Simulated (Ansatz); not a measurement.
Geometry optimisation of C7H11GeN (`C[N]([GeH3])c1ccccc1`).

```yaml
crystal:
  periodic: [false, false, false]
  atoms:
    - {symbol: C, position_ang: [0.708381, -0.260852, -2.271234]}
    - {symbol: N, position_ang: [0.845467, -0.455681, -0.838997]}
    - {symbol: Ge, position_ang: [2.316730, -1.402842, -0.165368]}
    - {symbol: C, position_ang: [-0.127591, 0.072846, 0.008321]}
    - {symbol: C, position_ang: [-1.246877, 0.791150, -0.493684]}
    - {symbol: C, position_ang: [-2.212206, 1.315261, 0.377288]}
    - {symbol: C, position_ang: [-2.106415, 1.149635, 1.765561]}
    - {symbol: C, position_ang: [-1.003936, 0.442263, 2.274564]}
    - {symbol: C, position_ang: [-0.033617, -0.085647, 1.417991]}
    - {symbol: H, position_ang: [0.704522, 0.818872, -2.548325]}
    - {symbol: H, position_ang: [-0.232131, -0.709742, -2.666383]}
    - {symbol: H, position_ang: [1.553841, -0.738227, -2.801826]}
    - {symbol: H, position_ang: [3.156912, -0.504757, 0.783811]}
    - {symbol: H, position_ang: [3.123902, -1.798582, -1.424972]}
    - {symbol: H, position_ang: [1.844606, -2.661826, 0.612497]}
    - {symbol: H, position_ang: [-1.368698, 0.945106, -1.573339]}
    - {symbol: H, position_ang: [-3.066725, 1.865421, -0.047349]}
    - {symbol: H, position_ang: [-2.868069, 1.565330, 2.441351]}
    - {symbol: H, position_ang: [-0.894357, 0.296215, 3.360385]}
    - {symbol: H, position_ang: [0.814762, -0.634542, 1.855909]}
basis:
  gaussian: {orbitals: def2-TZVP}
hamiltonian: {xc: pbe0, dispersion: d4}
relax: {f_tol: 0.005, max_steps: 150}
```

```sh
$ ansatz run in.yaml --threads 4 --pin off --events-out ev --progress --plain --max-ram 46080MiB --backend cuda --devices 0, --max-vram 37GiB
```

It prints (some lines left out):

```
Functional definition: PBE0
mean field -65431.62901653 eV, -2404.5680152064 hartree, gradient 3.8e-5 eV, S^2 0.000000; 0 other end points of the search recorded, 0 dependent functions left out
relax step   1: F+E_penalty+E_count = -65432.14651970 eV  Δ(F+E_penalty+E_count) = +0.000e0 eV  max|allowed force component| = 5.691e-1 eV/Å  Δτ_max = 0.0000 Å  (34 SCF iters, accepted)
mean field -65431.72173385 eV, -2404.5714225049 hartree, gradient 2.2e-5 eV, S^2 0.000000; 0 other end points of the search recorded, 0 dependent functions left out
relax step   2: F+E_penalty+E_count = -65432.24412869 eV  Δ(F+E_penalty+E_count) = -9.761e-2 eV  max|allowed force component| = 1.629e-1 eV/Å  Δτ_max = 0.0391 Å  (35 SCF iters, accepted)
mean field -65431.72733490 eV, -2404.5716283400 hartree, gradient 2.1e-5 eV, S^2 0.000000; 0 other end points of the search recorded, 0 dependent functions left out
relax step   3: F+E_penalty+E_count = -65432.25134793 eV  Δ(F+E_penalty+E_count) = -7.219e-3 eV  max|allowed force component| = 3.279e-2 eV/Å  Δτ_max = 0.0126 Å  (35 SCF iters, accepted)
mean field -65431.72738528 eV, -2404.5716301912 hartree, gradient 2.1e-5 eV, S^2 0.000000; 0 other end points of the search recorded, 0 dependent functions left out
relax step   4: F+E_penalty+E_count = -65432.25140685 eV  Δ(F+E_penalty+E_count) = -5.892e-5 eV  max|allowed force component| = 1.586e-2 eV/Å  Δτ_max = 0.0031 Å  (35 SCF iters, accepted)
mean field -65431.72742291 eV, -2404.5716315741 hartree, gradient 2.1e-5 eV, S^2 0.000000; 0 other end points of the search recorded, 0 dependent functions left out
relax step   5: F+E_penalty+E_count = -65432.25142605 eV  Δ(F+E_penalty+E_count) = -1.921e-5 eV  max|allowed force component| = 4.456e-3 eV/Å  Δτ_max = 0.0009 Å  (35 SCF iters, accepted)
mean field -65431.72742291 eV, -2404.5716315741 hartree, gradient 2.1e-5 eV, S^2 0.000000; 1 other end points of the search recorded, 0 dependent functions left out
Total energy: -65432.25146737 eV, -2404.5908898529 hartree
Atom 0 at     0.695375    -0.256708    -2.248297 Å, force    -0.001724     0.000836    -0.003857 eV/Å
Atom 1 at     0.839143    -0.451380    -0.825865 Å, force     0.004456    -0.002023     0.002311 eV/Å
Atom 2 at     2.290648    -1.386499    -0.166536 Å, force    -0.001479     0.001084    -0.000780 eV/Å
Atom 3 at    -0.126275     0.074112     0.011549 Å, force    -0.004362     0.001983     0.000072 eV/Å
Atom 4 at    -1.229061     0.782936    -0.486261 Å, force     0.002907    -0.001485     0.000793 eV/Å
Atom 5 at    -2.184943     1.301186     0.372632 Å, force    -0.001411     0.000791     0.000405 eV/Å
Atom 6 at    -2.083088     1.136966     1.743935 Å, force    -0.000058    -0.000159    -0.000794 eV/Å
Atom 7 at    -0.995640     0.436920     2.247732 Å, force    -0.000056    -0.000431     0.000790 eV/Å
Atom 8 at    -0.035495    -0.085084     1.402936 Å, force     0.000969    -0.000061    -0.002178 eV/Å
Atom 9 at     0.689722     0.807296    -2.515700 Å, force     0.000142    -0.000431     0.000525 eV/Å
Atom 10 at    -0.230811    -0.704368    -2.629656 Å, force     0.000272     0.000025     0.000578 eV/Å
Atom 11 at     1.528993    -0.724999    -2.770935 Å, force     0.000065     0.000155     0.000287 eV/Å
Atom 12 at     3.125928    -0.495801     0.769932 Å, force     0.000461    -0.000328     0.000270 eV/Å
Atom 13 at     3.096468    -1.781417    -1.410319 Å, force    -0.000127    -0.000484    -0.000034 eV/Å
Atom 14 at     1.823541    -2.633213     0.605219 Å, force     0.000709     0.000005     0.000507 eV/Å
Atom 15 at    -1.345616     0.933208    -1.550698 Å, force    -0.000851     0.000622     0.000466 eV/Å
Atom 16 at    -3.025084     1.844141    -0.046664 Å, force     0.000419    -0.000149    -0.000345 eV/Å
Atom 17 at    -2.834365     1.545035     2.408634 Å, force     0.000190     0.000036     0.000076 eV/Å
Atom 18 at    -0.889843     0.292746     3.317286 Å, force     0.000046    -0.000092    -0.000214 eV/Å
Atom 19 at     0.798903    -0.625677     1.837276 Å, force    -0.000567     0.000106     0.001123 eV/Å
Dipole moment:     0.205577    -0.108636    -0.222214 e Å
```

Run time 11 s (4 threads of an AMD EPYC 7R13 on a shared host and a share of an NVIDIA H100 80 GB); peak host memory 1.1 GiB.
